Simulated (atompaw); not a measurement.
# boron (B) PAW (atompaw): all-electron and pseudo phase curves

* Element: boron (B)
* Generator: atompaw 4.2.0.5
* Type: PAW
* Functional: PBE
* Relativity: non-relativistic
* Frozen core: [He]
* Valence charge: 3
* Reference configuration: 2s1 2p0 (charge +2)
* Partial waves: 2s (bound); 2s channel at 2.15 Ry; 2p (bound, empty); 2p channel at 2.6 Ry
* Local potential: ultrasoft scheme with l = 2 at 0.5 Ry, radius 2.65 bohr
* Core correction: smooth core density matched at 2.50 bohr
* Augmentation charge: besselshape compensation charge, radius 2.30 bohr; PAW radius 3.00 bohr; waves and projectors: bloechl

The phase is arctan(r·u′/u) with u = r·R(r), unwrapped; energies in Ry, scanned from -4 to 5 Ry. A pole is an energy at which the radial function vanishes at the test radius. The pseudo phase is shifted by a multiple of π to meet the all-electron one at the reference energy, and phase errors are pseudo minus all-electron; the curves can meet again beyond the range given. Levels narrower than the energy grid can be missing from the lists of poles.

Question: For each channel, where are the poles, and over which energies does the pseudopotential scatter like the atom?

Answer:

| channel | radius (bohr) | reference energy (Ry) | poles, all-electron | poles, pseudo | unbroken range about the reference energy with phases within 0.05 rad | phase error 1 Ry above the reference energy (rad) |
| --- | --- | --- | --- | --- | --- | --- |
| s | 3.02 | -2.31 | -2.14, 2.10 | -2.14, 2.10, 4.39 | below -1.0 | -0.027 |
| p | 3.02 | -1.87 | -1.70, 1.85 | -1.70, 1.86 | below -0.3 | +0.010 |

Phases in the p channel:

| E (Ry) | all-electron | pseudo |
| --- | --- | --- |
| -4.00 | 1.362 | 1.363 |
| -3.76 | 1.351 | 1.352 |
| -3.52 | 1.337 | 1.338 |
| -3.28 | 1.320 | 1.321 |
| -3.04 | 1.297 | 1.298 |
| -2.80 | 1.264 | 1.266 |
| -2.56 | 1.212 | 1.214 |
| -2.32 | 1.102 | 1.105 |
| -2.08 | 0.629 | 0.636 |
| -1.84 | -1.323 | -1.323 |
| -1.60 | -1.659 | -1.657 |
| -1.36 | -1.773 | -1.769 |
| -1.12 | -1.858 | -1.851 |
| -0.88 | -1.950 | -1.940 |
| -0.64 | -2.083 | -2.065 |
| -0.40 | -2.319 | -2.283 |
| -0.16 | -2.813 | -2.735 |
| 0.08 | -3.593 | -3.509 |
| 0.32 | -4.113 | -4.074 |
| 0.56 | -4.357 | -4.340 |
| 0.80 | -4.487 | -4.478 |
| 1.04 | -4.567 | -4.562 |
| 1.28 | -4.623 | -4.620 |
| 1.52 | -4.666 | -4.664 |
| 1.76 | -4.701 | -4.700 |
| 2.00 | -4.731 | -4.731 |
| 2.24 | -4.760 | -4.759 |
| 2.48 | -4.788 | -4.788 |
| 2.72 | -4.818 | -4.818 |
| 2.96 | -4.852 | -4.852 |
| 3.20 | -4.893 | -4.893 |
| 3.44 | -4.949 | -4.947 |
| 3.68 | -5.032 | -5.027 |
| 3.92 | -5.175 | -5.162 |
| 4.16 | -5.477 | -5.440 |
| 4.40 | -6.194 | -6.099 |
| 4.64 | -7.007 | -6.939 |
| 4.88 | -7.372 | -7.341 |
